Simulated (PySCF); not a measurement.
Input file for PySCF: R-B3LYP/3-21G on GaH5N2 (SMILES [NH2][GaH][NH2]), a point of a torsion scan.

```python
from pyscf import gto, scf, dft, mp
from pyscf.data.elements import chemcore

mol = gto.M(
    atom='''
    N     1.61707647   -0.25303229   -0.07384332
    Ga    0.24803444    0.89716396    0.38017311
    N    -0.84138025    1.43149245   -0.95720193
    H     1.41147836   -1.24781344   -0.02839834
    H     2.50630704   -0.12989527    0.40536715
    H    -0.02642995    1.50828720    1.77206690
    H    -0.72185239    1.14047188   -1.91956165
    H    -1.67080474    2.00433173   -0.87788124
    ''',
    basis='3-21g',
    charge=0, spin=0, verbose=3, max_memory=1800)
mf = dft.RKS(mol, xc='b3lyp')
mf.conv_tol = 1e-8
mf.max_cycle = 100
mf.kernel()
if not mf.converged:
    mf = mf.newton().run(mf.mo_coeff, mf.mo_occ)
```

Output:

```
converged SCF energy = -2027.39211190733
```

The run converged.

Cost: about 4 core-seconds (a rough figure).
